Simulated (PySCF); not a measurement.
C₁₁H₁₄.
Numbering: `[CH3:1][CH2:2][CH2:3]/[CH:4]=[CH:5]\[c:6]1[cH:7][cH:8][cH:9][cH:10][cH:11]1` (hydrogens: H12, H13, H14 on C1; H15, H16 on C2; H17, H18 on C3; H19 on C4; H20 on C5; H21 on C7; H22 on C8; H23 on C9; H24 on C10; H25 on C11)

Theory: PySCF, PBE0-D3(BJ)/def2-SVP geometry optimisation, gas phase.

What internal coordinates does the optimisation give?

```
                  bond  length (bohr)
                 C1–C2          2.871
                 C2–C3          2.886
                 C3–C4          2.827
                 C4=C5          2.539
                 C5–C6          2.778
         C6–C7, C6–C11          2.655
        C7–C8, C10–C11          2.630
         C8–C9, C9–C10          2.635
C1–H12, C1–H13, C1–H14          2.081
        C2–H15, C2–H16          2.086
        C3–H17, C3–H18          2.088
                C4–H19          2.074
                C5–H20          2.071
       C7–H21, C11–H25          2.064
       C8–H22, C10–H24          2.065
                C9–H23          2.065
```

Bonds in one row agree within 0.02 bohr and their mean is given. A selection of angles:
```
     angle  degrees
 C2–C1–H12    111.6
H12–C1–H13    107.6
  C1–C2–C3    113.1
 C1–C2–H15    109.9
 C3–C2–H15    108.9
H15–C2–H16    105.8
  C2–C3–C4    112.6
 C2–C3–H17    108.5
 C4–C3–H17    109.6
H17–C3–H18    105.8
  C3–C4–C5    128.5
 C3–C4–H19    115.0
 C5–C4–H19    116.5
  C4–C5–C6    128.1
 C4–C5–H20    117.0
 C6–C5–H20    114.8
  C5–C6–C7    119.1
 C5–C6–C11    122.9
 C7–C6–C11    117.9
  C6–C7–C8    121.1
 C6–C7–H21    119.0
 C8–C7–H21    119.8
  C7–C8–C9    120.2
 C7–C8–H22    119.8
 C9–C8–H22    120.1
 C8–C9–C10    119.4
 C8–C9–H23    120.3
```

Torsions: C1–C2–C3–C4 180° (antiperiplanar); C2–C3–C4–C5 -139° (anticlinal); C3–C4–C5–C6 -3° (synperiplanar); C4–C5–C6–C7 145° (anticlinal). The mirror-image conformer, all signs reversed, is as good.

Of the pairs four or more bonds apart, C11···H18 is among the closest relative to their van der Waals radii: 2.62 Å, 90 % of the sum of Bondi's values. The C–C distances run from 1.344 Å (C4=C5, drawn double) to 1.527 Å (C2–C3, drawn single), a spread of 0.183 Å. The 6-membered ring C6–C7–C8–C9–C10–C11 has internal angles of 117.9° to 121.1°; it is planar, 0.01 Å rms from its mean plane, widest ring torsion 2°.

Point group: C1 (no symmetry element, even within 0.4 Å). Whether it is a minimum is left open (no frequencies). The numbers are those of one conformer.
